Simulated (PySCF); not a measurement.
## Ionisation energy of In⁺ by level of theory

In⁺ [Kr] 4d10 5s2 (1S) → In²⁺ [Kr] 4d10 5s1 (2S), as a difference of total energies. Calculation: PySCF 2.14, in aug-cc-pwCVTZ-DK3 with one added diffuse shell each of s, p, d, f type (11s10p8d5f1g, 125 functions); scalar relativity by spin-free X2C-1e. Correlated levels: valence: [Kr] 4d10 frozen; valence and next inner shell: [Ar] 3d10 frozen. The calculations carry no spin-orbit coupling.

Task: Order these methods by the ionisation energy they give, lowest first.
A. UHF
B. SCS-MP2 (valence and next inner shell)
C. r2SCANh
D. PBE0

Result: A (17.014 eV), C (18.633 eV), D (18.662 eV), B (18.839 eV).

Errors of the correlated levels include the incompleteness of this basis and the frozen core.

For comparison: 18.870 eV (measured; NIST Atomic Spectra Database, ionization energies).
